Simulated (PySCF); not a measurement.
# How methods differ on the ionisation energy of Ga

Ga [Ar] 3d10 4s2 4p1 (2P) → Ga⁺ [Ar] 3d10 4s2 (1S), as a difference of total energies. Calculation: PySCF 2.14, in aug-cc-pVQZ-DK; scalar relativity by spin-free X2C-1e. Correlated levels: valence: [Ar] 3d10 frozen. The calculations carry no spin-orbit coupling.

```
           method  ionisation energy (eV)
              UHF                   5.535
    MP2 (valence)                   5.767
SCS-MP2 (valence)                   5.751
   CCSD (valence)                   5.814
CCSD(T) (valence)                   5.841
```

Task: How much does correlation contribute at CCSD(T) (valence)?

Result: 5.841 − (5.535) = 0.306 eV, measured against UHF.

Errors of the correlated levels include the incompleteness of this basis and the frozen core.

For comparison: 5.931 eV (measured; NIST levels, between the centres of gravity of the two terms).
